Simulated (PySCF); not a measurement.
# Spinor energies of Hf(4+) (hafnium, charge +4)

Start: [Xe] 4f14. Calculated with PySCF 2.14 in x2c-TZVPPall-2c (11s11p10d3f1g, 124 functions): generalised Hartree-Fock with the X2C-1e Hamiltonian and a Gaussian nucleus; one run each with spin-orbit coupling (SO) switched off, then screened by Boettger's factors.

| spinor shell | electrons | ε, spin-free (eV) | ε, screened SO (eV) | weight of nominal j (screened SO) | rms radius, screened SO (bohr) |
| --- | --- | --- | --- | --- | --- |
| 1s1/2 | 2 | -65733.9 | -65715.7 | 1.000 | 0.0215 |
| 2s1/2 | 2 | -11414.2 | -11408.6 | 1.000 | 0.0869 |
| 2p1/2 | 2 | -10028.7 | -10877.9 | 1.000 | 0.0740 |
| 2p3/2 | 4 | -10028.7 | -9680.5 | 1.000 | 0.0812 |
| 3s1/2 | 2 | -2692.8 | -2691.0 | 1.000 | 0.222 |
| 3p1/2 | 2 | -2271.5 | -2455.9 | 1.000 | 0.214 |
| 3p3/2 | 4 | -2271.5 | -2194.7 | 1.000 | 0.228 |
| 3d3/2 | 4 | -1768.1 | -1801.2 | 1.000 | 0.202 |
| 3d5/2 | 6 | -1768.1 | -1744.7 | 1.000 | 0.206 |
| 4s1/2 | 2 | -606.23 | -605.73 | 1.000 | 0.498 |
| 4p1/2 | 2 | -465.47 | -508.06 | 1.000 | 0.508 |
| 4p3/2 | 4 | -465.47 | -447.70 | 1.000 | 0.541 |
| 4d3/2 | 4 | -279.93 | -286.56 | 1.000 | 0.571 |
| 4d5/2 | 6 | -279.93 | -275.17 | 1.000 | 0.583 |
| 5s1/2 | 2 | -120.84 | -120.78 | 1.000 | 1.21 |
| 5p1/2 | 2 | -83.292 | -89.412 | 1.000 | 1.33 |
| 5p3/2 | 4 | -83.292 | -80.760 | 1.000 | 1.43 |
| 4f5/2 | 6 | -72.648 | -73.485 | 1.000 | 0.734 |
| 4f7/2 | 8 | -72.648 | -71.729 | 1.000 | 0.740 |

| quantity | spin-free | screened SO |
| --- | --- | --- |
| E (hartree) | -15064.26320 | -15080.09810 |
| M_J | 0 | 0 |
| ⟨J²⟩ | 0.000 | 0.000 |
| ⟨L²⟩ | 0.000 | 0.109 |
| ⟨S²⟩ | 0.000 | 0.109 |

Breit and QED terms are absent; they matter most for the inner s and p1/2 levels.

Densities and radii are taken from the X2C orbitals without a picture-change correction, which distorts them close to the nucleus.

Without spin-orbit coupling the j labels of p, d and f shells carry no meaning; the spin-free column gives the mean over the occupied spinors of each nl shell.
